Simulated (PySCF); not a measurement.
Species: CHClSe.
SMILES: `ClC=[Se]`

Method: PySCF 2.14.0, density-fitted response routines, TDDFT CAM-B3LYP/def2-SVPD, vertical, gas phase, core orbitals frozen in the response. Isolated species at its PBE0-D3(BJ)/def2-SVP geometry, gas phase. The CAM-B3LYP/def2-SVPD calculation is non-relativistic and has no spin–orbit coupling, an omission that weighs most on selenium.

Broadening: Gaussians 0.3 eV wide at half height, area fixed by f = 4.319×10⁻⁹ ∫ε dν̃. The width is an assumption, not a result. The curve ends short of the highest state used, and states not computed would add to its high-energy end.

```csv
E (eV),ε (L mol⁻¹ cm⁻¹)
1.70,0
1.82,0
1.93,0
2.05,1
2.17,1
2.29,0
2.41,0
2.53,0
2.64,0
2.76,0
2.88,0
3.00,0
3.12,0
3.23,0
3.35,0
3.47,0
3.59,0
3.71,0
3.83,0
3.94,0
4.06,0
4.18,0
4.30,9
4.42,210
4.53,1803
4.65,8044
4.77,14805
4.89,11284
5.01,3611
5.13,506
5.24,44
5.36,3
5.48,24
5.60,281
5.72,1357
5.83,2635
5.95,2332
6.07,1068
6.19,2125
6.31,7315
6.43,11002
6.54,7411
6.66,3029
6.78,6428
```

**Question.** Locate the maxima and give the states behind the curve.

**Answer.** 259 nm (4.79 eV), ε about 15000, made up of S2 (100%); 211 nm (5.87 eV), ε about 2800, made up of S4 (100%); 193 nm (6.42 eV), ε about 11000, made up of S5 (100%) (ε in L mol⁻¹ cm⁻¹; maxima over ε = 5, shares over 10%). At its high-energy end, 6.78 eV, the curve is still rising (ε about 6400, from S7). The states used: S1 2.15 eV (f 0.0000); S2 4.79 eV (f 0.167); S3 4.96 eV (f 0.0016); S4 5.87 eV (f 0.031); S5 6.43 eV (f 0.122); S6 6.83 eV (f 0.0014); S7 6.97 eV (f 0.205); S8 7.27 eV (f 0.0022); S9 7.35 eV (f 0.018); S10 7.38 eV (f 0.0001).

**Question.** What would ε be at 4.79 eV, the highest of these maxima, with half the width (0.15 eV)?

**Answer.** About 30000 L mol⁻¹ cm⁻¹ against 15000, a factor of about 1.99; a lone state at its own centre would give exactly 2.

**Question.** Does any computed singlet lie in the visible range?

**Answer.** S1 lies in the visible range (380 to 750 nm), at 577 nm, dark in the vertical dipole picture (f under 0.0005); light of that wavelength is yellow-green to yellow, and its complementary colour is violet to blue; a Tamm–Dancoff triplet lies at 727 nm, without intensity as long as spin–orbit coupling is left out.

**Question.** On this curve, what absorbance would a 10⁻⁴ mol/L sample give at 254 nm over a 1 cm path?

**Answer.** 254 nm is 4.881 eV, where ε is about 12000 L mol⁻¹ cm⁻¹, so A = ε c l ≈ 1.2 (Beer–Lambert, with the gas-phase spectrum and the assumed width).

The vertical ionisation energy (ΔSCF) is 9.23 eV, 1.85 eV above S10.

The run took 11 s wall on one thread of an Arm Neoverse V2 (shared host).
